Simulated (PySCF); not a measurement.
Point-charge models of `CC1=CC=CC=C1C` (o-xylene) against its computed dipole.

Coordinates (GFN2-xTB, Å) and charges (e) from the PBE0/pcSseg-1 density (PySCF):

| atom | x | y | z | Mulliken | IAO | Hirshfeld | ESP-fitted |
| --- | --- | --- | --- | --- | --- | --- | --- |
| C1 | -0.970 | -1.867 | -0.054 | -0.1158 | -0.4240 | -0.1160 | -0.5755 |
| C2 | 0.008 | -0.734 | 0.012 | -0.3032 | +0.0059 | +0.0044 | +0.2124 |
| C3 | 1.367 | -0.989 | 0.127 | -0.0432 | -0.1600 | -0.0579 | -0.2816 |
| C4 | 2.288 | 0.043 | 0.187 | -0.0626 | -0.1575 | -0.0573 | -0.1663 |
| C5 | 1.850 | 1.353 | 0.132 | -0.0626 | -0.1575 | -0.0573 | -0.1814 |
| C6 | 0.497 | 1.618 | 0.016 | -0.0433 | -0.1600 | -0.0579 | -0.2721 |
| C7 | -0.434 | 0.591 | -0.045 | -0.3033 | +0.0058 | +0.0044 | +0.2205 |
| C8 | -1.895 | 0.902 | -0.168 | -0.1157 | -0.4240 | -0.1160 | -0.6000 |
| H9 | -1.534 | -1.834 | -0.986 | +0.1294 | +0.1483 | +0.0445 | +0.1625 |
| H10 | -0.456 | -2.824 | 0.005 | +0.1158 | +0.1461 | +0.0458 | +0.1625 |
| H11 | -1.684 | -1.807 | 0.767 | +0.1292 | +0.1482 | +0.0444 | +0.1620 |
| H12 | 1.710 | -2.013 | 0.170 | +0.0672 | +0.1433 | +0.0447 | +0.1716 |
| H13 | 3.341 | -0.177 | 0.277 | +0.0832 | +0.1499 | +0.0474 | +0.1540 |
| H14 | 2.559 | 2.167 | 0.178 | +0.0832 | +0.1498 | +0.0474 | +0.1580 |
| H15 | 0.156 | 2.643 | -0.028 | +0.0672 | +0.1433 | +0.0447 | +0.1683 |
| H16 | -2.305 | 0.465 | -1.078 | +0.1292 | +0.1483 | +0.0444 | +0.1691 |
| H17 | -2.059 | 1.977 | -0.197 | +0.1158 | +0.1461 | +0.0458 | +0.1689 |
| H18 | -2.448 | 0.491 | 0.675 | +0.1294 | +0.1483 | +0.0445 | +0.1670 |

Question: Form Σ q r in debye for every column and set it beside the full dipole.

Answer: The full density gives (-0.66, -0.22, -0.05) D, 0.70 D in size; dipole vectors point from the negative to the positive end.

```csv
scheme,μx,μy,μz,size (D),share of the full size (%),angle to the full dipole (°)
Mulliken,-2.81,-0.95,-0.22,2.97,427,0
IAO,-0.65,-0.22,-0.05,0.69,99,0
Hirshfeld,-0.58,-0.20,-0.05,0.62,88,0
ESP-fitted,-0.67,-0.23,-0.06,0.71,102,1
```

Question: Which set comes closest?

Answer: Length of the difference vector: IAO 0.01 D, ESP-fitted 0.02 D, Hirshfeld 0.08 D, Mulliken 2.27 D. Closest: IAO and ESP-fitted. ESP charges are fitted to the potential around the molecule, whose slowest-falling term is the dipole's. The schemes that divide the density aren't constrained to reproduce the dipole.

Question: What is left for the Hirshfeld atoms' own dipoles?

Answer: The Hirshfeld atoms' densities add up to the full density, so μ = Σ q r + Σ (atomic dipoles). The atomic dipoles sum to (-0.66, -0.22, -0.05) − (-0.58, -0.20, -0.05) = (-0.08, -0.02, 0.00) D, 0.08 D in size.

Question: With the origin at the mean of the coordinates, (0.000, 0.000, -0.001) Å, which are the largest single terms, by size, of the Hirshfeld dipole along the direction of the full one?

Answer: C8 -0.84, C1 -0.84, H13 -0.71, H14 -0.71, C4 +0.60 D; all 18 atoms together +0.62 D. The single terms depend on the origin, their sum doesn't.

Question: Give the size of the full dipole in other units.

Answer: 0.70 D = 0.274 au = 0.145 e·Å = 2.32 × 10⁻³⁰ C·m.

Geometry: GFN2-xTB; no solvent, vibrations or thermal averaging.

The run behind these numbers computed NMR shieldings as well. Time: 51 s of wall time; peak memory 0.87 GiB. Hardware: an Intel Xeon Platinum 8175M at 2.50 GHz with one thread (shared host).
